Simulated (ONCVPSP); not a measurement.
BLYP ONCV dataset for cerium, scalar-relativistic all-electron reference.

The input file (ONCVPSP 4.0.1):

```
# ATOM AND REFERENCE CONFIGURATION
# atsym  z   nc   nv     iexc    psfile
  Ce 58.00    9    5  -106131      upf
#
#   n    l    f
    1    0    2.00
    2    0    2.00
    2    1    6.00
    3    0    2.00
    3    1    6.00
    3    2   10.00
    4    0    2.00
    4    1    6.00
    4    2   10.00
    4    3    1.00
    5    0    2.00
    5    1    6.00
    5    2    2.00
    6    0    1.00
#
# PSEUDOPOTENTIAL AND OPTIMIZATION
# lmax
    3
#
#   l,   rc,      ep,       ncon, nbas, qcut
    0    2.25    0.00    4    8    6.20
    1    2.10    0.00    4    8    5.30
    2    4.00    0.00    3    7    3.70
    3    1.60    0.00    4    9   10.90
#
# LOCAL POTENTIAL
# lloc, lpopt,  rc(5),   dvloc0
    4    3    1.35    4.00
#
# VANDERBILT-KLEINMAN-BYLANDER PROJECTORs
# l, nproj, debl
    0    2    3.70
    1    2    1.40
    2    1    3.00
    3    2    3.90
#
# MODEL CORE CHARGE
# icmod, fcfact, rcfact
    1    0.35    0.00
#
# LOG DERIVATIVE ANALYSIS
# epsh1, epsh2, depsh
   -3.00    5.00    0.02
#
# OUTPUT GRID
# rlmax, drl
    6.00    0.01
#
# TEST CONFIGURATIONS
# ncnf
    4
# nvcnf
#   n    l    f
    5
    4    3    1.00
    5    0    2.00
    5    1    6.00
    5    2    1.00
    6    0    2.00
#
    5
    4    3    1.00
    5    0    2.00
    5    1    6.00
    5    2    1.00
    6    0    1.00
#
    5
    4    3    1.00
    5    0    2.00
    5    1    6.00
    5    2    1.00
    6    0    0.00
#
    5
    4    3    1.00
    5    0    2.00
    5    1    6.00
    5    2    0.00
    6    0    0.00
#
```

Command:

```bash
oncvpsp.x < Ce.dat > Ce.out
```

Resulting log (shortened: citation, most of the input echo, consistency checks and plot data are left out):

```
ONCVPSP  (Optimized Norm-Conservinng Vanderbilt PSeudopotential)
scalar-relativistic version 4.0.1

#   n    l    f        energy (Ha)
    1    0    2.00    -1.4800743E+03
    2    0    2.00    -2.3692516E+02
    2    1    6.00    -2.1219092E+02
    3    0    2.00    -5.0956624E+01
    3    1    6.00    -4.3092127E+01
    3    2   10.00    -3.1918425E+01
    4    0    2.00    -1.0252082E+01
    4    1    6.00    -7.6849174E+00
    4    2   10.00    -3.9914120E+00
    4    3    1.00    -1.3311564E-01
    5    0    2.00    -1.4271831E+00
    5    1    6.00    -7.9169846E-01
    5    2    2.00    -7.2401025E-02
    6    0    1.00    -1.1437675E-01

Reference configufation results
  iterations    35
  all-electron total energy (Ha)   -8.86116762D+03

Begin loop to  construct optimized pseudo wave functions
and semi-local pseudopoentials for all angular momenta

Calculating optimized projector #   1

 for l=   0

    Fraction of norm inside rc  0.915753
    Optimizing pswf for qcut=   6.20 a_B^-1,  ecut=  19.20 Ha
    Residual kinetic energy error=  1.12D-07 Ha

    Energy error per electron        Cutoff
         Ha          eV             Ha
         0.01000     0.27211        9.15
         0.00100     0.02721       12.07
         0.00010     0.00272       14.35
         0.00001     0.00027       16.07

Calculating optimized projector #   2

 for l=   0

    Fraction of norm inside rc  0.047550
    Optimizing pswf for qcut=   6.20 a_B^-1,  ecut=  19.20 Ha
    Residual kinetic energy error=  8.40D-08 Ha

    Energy error per electron        Cutoff
         Ha          eV             Ha
         0.01000     0.27211        6.73
         0.00100     0.02721       10.54
         0.00010     0.00272       13.36
         0.00001     0.00027       15.57

   Wellstate for l =  1  n =  6
     eigenvalue =   0.6083
     asymptotic potential =   1.1083
     half-point radius =  3.3881

Calculating optimized projector #   1

 for l=   1

    Fraction of norm inside rc  0.740635
    Optimizing pswf for qcut=   5.31 a_B^-1,  ecut=  14.08 Ha
    Residual kinetic energy error=  6.37D-05 Ha

    Energy error per electron        Cutoff
         Ha          eV             Ha
         0.01000     0.27211        6.04
         0.00100     0.02721       10.83
         0.00010     0.00272       13.86
         0.00001     0.00027       41.03

Calculating optimized projector #   2

 for l=   1

    Fraction of norm inside rc  0.167897
    Optimizing pswf for qcut=   5.31 a_B^-1,  ecut=  14.08 Ha
    Residual kinetic energy error=  1.76D-04 Ha

    Energy error per electron        Cutoff
         Ha          eV             Ha
         0.01000     0.27211        6.42
         0.00100     0.02721       11.60
         0.00010     0.00272       15.12
         0.00001     0.00027       35.83

Calculating optimized projector #   1

 for l=   2

    Fraction of norm inside rc  0.761414
    Optimizing pswf for qcut=   3.70 a_B^-1,  ecut=   6.84 Ha
    Residual kinetic energy error=  3.39D-07 Ha

    Energy error per electron        Cutoff
         Ha          eV             Ha
         0.01000     0.27211        3.30
         0.00100     0.02721        4.43
         0.00010     0.00272        5.17
         0.00001     0.00027        5.93

   Wellstate for l =  3  n =  6
     eigenvalue =   3.7669
     asymptotic potential =   4.2669
     half-point radius =  2.7235

Calculating optimized projector #   1

 for l=   3

    Fraction of norm inside rc  0.823245
    Optimizing pswf for qcut=  10.89 a_B^-1,  ecut=  59.27 Ha
    Residual kinetic energy error=  8.87D-06 Ha

    Energy error per electron        Cutoff
         Ha          eV             Ha
         0.01000     0.27211       42.82
         0.00100     0.02721       49.12
         0.00010     0.00272       53.85
         0.00001     0.00027       59.64

Calculating optimized projector #   2

 for l=   3

    Fraction of norm inside rc  0.221608
    Optimizing pswf for qcut=  10.89 a_B^-1,  ecut=  59.27 Ha
    Residual kinetic energy error=  1.69D-04 Ha

    Energy error per electron        Cutoff
         Ha          eV             Ha
         0.01000     0.27211       47.90
         0.00100     0.02721       54.50
         0.00010     0.00272       68.86
         0.00001     0.00027      164.95

Construct Vanderbilt / Kleinmman-Bylander projectors

B matrix Hermiticity error, ll=   0
   1   2    8.6487E-05

  Orthonormal projector coefficients  6.4696E+00  9.2372E-01

B matrix Hermiticity error, ll=   1
   1   2    1.6249E-04

  Orthonormal projector coefficients  4.3051E+00  9.2186E-01

B matrix Hermiticity error, ll=   3
   1   2   -5.2618E-04

  Orthonormal projector coefficients -1.5345E+01 -4.9426E+00

Model core correction analysis
  based on d2Exc/dn_idn_j

d2excae - all-electron derivatives

   -1.750209D-02   -1.315926D-02   -1.027379D-02   -3.825758D-03
   -1.435187D-03
   -1.315909D-02   -2.389020D-02   -2.088679D-02   -7.818472D-03
   -1.770560D-03
   -1.027385D-02   -2.088675D-02   -2.071713D-02   -1.057331D-02
   -2.732959D-03
   -3.821752D-03   -7.815834D-03   -1.056051D-02   -1.207575D-02
   -7.170048D-03
   -1.423960D-03   -1.765073D-03   -2.703901D-03   -7.060571D-03
   -7.176001D-03

d2excps - pseudofunction derivatives with no core correction

   -9.406603D-02   -2.967202D-02   -1.864634D-02   -3.760982D-03
   -3.223351D-03
   -2.970406D-02   -3.024199D-02   -2.481459D-02   -7.896446D-03
   -2.321750D-03
   -1.866316D-02   -2.481504D-02   -2.323581D-02   -1.079159D-02
   -3.029500D-03
   -3.757698D-03   -7.893847D-03   -1.077882D-02   -1.301312D-02
   -7.389724D-03
   -3.215746D-03   -2.316395D-03   -3.000496D-03   -7.280377D-03
   -7.147196D-03

rms 2nd derivative error    1.629080E-02

Polynomial model core charge

d2excps - pseudofunction derivatives with core correction

   -2.729284D-02   -1.697799D-02   -1.262082D-02   -3.725405D-03
   -1.769799D-03
   -1.697794D-02   -2.329642D-02   -2.061520D-02   -7.464061D-03
   -1.731850D-03
   -1.262096D-02   -2.061515D-02   -2.047657D-02   -1.039491D-02
   -2.716215D-03
   -3.721396D-03   -7.461372D-03   -1.038206D-02   -1.288040D-02
   -7.369492D-03
   -1.758601D-03   -1.726371D-03   -2.687187D-03   -7.260138D-03
   -7.084359D-03

rms 2nd derivative error    2.348603E-03

Pseudoatom total energy  -38.721139

Diagnostic tests using Vanderbilt-Kleinman-Bylander pseudopotentials
  1 or more projectors used as specified by nproj input data

   l    rcore       rmatch      e in        delta e   norm test  slope test

   0   2.2507736   2.3191120  -1.4271831   0.0000001   1.0001052   1.0001037
   0   2.2507736   2.3191120  -0.1143767   0.0000014   1.0000268   1.0000228

   1   2.1074342   2.1714205  -0.7916985  -0.0000031   1.0000772   1.0000872
   1   2.1074342   2.1714205   0.6083015   0.0000050   1.0002411   1.0002411

   2   4.0210173   4.1431041  -0.0724010  -0.0000032   0.9999955   0.9999674

   3   1.6004677   1.6490614  -0.1331156   0.0000022   1.0001467   1.0001390
   3   1.6004677   1.6490614   3.7668844   0.0001066   1.0001597   1.0001597

 Testing for bound ghosts
   n   l    E NL Schr. Eq   E Basis Diag.   E Cutoff

   1   0       -1.427183       -1.427176     52.12
   2   0       -0.114375       -0.075805     52.12

   2   1       -0.791702       -0.791646     68.20

   3   2       -0.072404       -0.072059     11.40

   4   3       -0.133113       -0.131436    192.78

 Testing for highly-localized positive-energy ghosts
       l    <radius>/rc     E Basis Diag.   E Cutoff

       0        0.574405        4.913663     52.12  WARNING - GHOST(+)

Test configuration 0

   n   l     f        eae           eps        diff
   1   0  2.0000-1480.07434470
   2   0  2.0000 -236.92516028
   2   1  6.0000 -212.19092252
   3   0  2.0000  -50.95662377
   3   1  6.0000  -43.09212744
   3   2 10.0000  -31.91842473
   4   0  2.0000  -10.25208218
   4   1  6.0000   -7.68491744
   4   2 10.0000   -3.99141199
   4   3  1.0000   -0.13311564   -0.13311345    2.19D-06
   5   0  2.0000   -1.42718305   -1.42718292    1.33D-07
   5   1  6.0000   -0.79169846   -0.79170151   -3.05D-06
   5   2  2.0000   -0.07240103   -0.07240427   -3.25D-06
   6   0  1.0000   -0.11437675   -0.11437539    1.36D-06

    Total energies and differences
      AE_ref= -8.86116762D+03  AE_tst= -8.86116762D+03  dif=  0.00D+00
      PS_ref= -3.87211388D+01  PS_tst= -3.87211388D+01  dif= -1.14D-13
      PSP excitation error=  1.14D-13

Test configuration 1

   n   l     f        eae           eps        diff
   1   0  2.0000-1480.12990798
   2   0  2.0000 -236.98355219
   2   1  6.0000 -212.24918694
   3   0  2.0000  -51.01406506
   3   1  6.0000  -43.14957281
   3   2 10.0000  -31.97614240
   4   0  2.0000  -10.30926486
   4   1  6.0000   -7.74218389
   4   2 10.0000   -4.04896198
   4   3  1.0000   -0.18928777   -0.18394355    5.34D-03
   5   0  2.0000   -1.48330627   -1.48028653    3.02D-03
   5   1  6.0000   -0.84400090   -0.84198272    2.02D-03
   5   2  1.0000   -0.10550649   -0.10446263    1.04D-03
   6   0  2.0000   -0.13191859   -0.13190977    8.81D-06

    Total energies and differences
      AE_ref= -8.86116762D+03  AE_tst= -8.86120218D+03  dif= -3.46D-02
      PS_ref= -3.87211388D+01  PS_tst= -3.87562017D+01  dif= -3.51D-02
      PSP excitation error=  5.05D-04

Test configuration 2

   n   l     f        eae           eps        diff
   1   0  2.0000-1480.35067020
   2   0  2.0000 -237.20344738
   2   1  6.0000 -212.46912830
   3   0  2.0000  -51.23377450
   3   1  6.0000  -43.36928598
   3   2 10.0000  -32.19584433
   4   0  2.0000  -10.52881515
   4   1  6.0000   -7.96170778
   4   2 10.0000   -4.26839208
   4   3  1.0000   -0.40789285   -0.40350343    4.39D-03
   5   0  2.0000   -1.70171489   -1.69915564    2.56D-03
   5   1  6.0000   -1.06152442   -1.05975134    1.77D-03
   5   2  1.0000   -0.30966733   -0.30819801    1.47D-03
   6   0  1.0000   -0.31165157   -0.31159093    6.06D-05

    Total energies and differences
      AE_ref= -8.86116762D+03  AE_tst= -8.86098246D+03  dif=  1.85D-01
      PS_ref= -3.87211388D+01  PS_tst= -3.85364899D+01  dif=  1.85D-01
      PSP excitation error=  5.11D-04

Test configuration 3

   n   l     f        eae           eps        diff
   1   0  2.0000-1480.60994178
   2   0  2.0000 -237.46146954
   2   1  6.0000 -212.72721765
   3   0  2.0000  -51.49134057
   3   1  6.0000  -43.62685851
   3   2 10.0000  -32.45343113
   4   0  2.0000  -10.78589767
   4   1  6.0000   -8.21872611
   4   2 10.0000   -4.52522301
   4   3  1.0000   -0.66293561   -0.66000740    2.93D-03
   5   0  2.0000   -1.95580195   -1.95408991    1.71D-03
   5   1  6.0000   -1.31333004   -1.31211719    1.21D-03
   5   2  1.0000   -0.54308106   -0.54090339    2.18D-03

    Total energies and differences
      AE_ref= -8.86116762D+03  AE_tst= -8.86057236D+03  dif=  5.95D-01
      PS_ref= -3.87211388D+01  PS_tst= -3.81262934D+01  dif=  5.95D-01
      PSP excitation error=  4.16D-04

Test configuration 4

psatom: WARNING lschvkbb convergence error n,l,iter=   3   2   3
ea(ii),et,emin,emax -7.240427E-02 -7.964470E-02 -7.964470E-02 -7.964470E-02
run_config: WARNING for fully non-local PS atom, stg. 1
 WARNING no output for configuration 5
```

The run took about 6.2 s on one core of a shared server CPU.
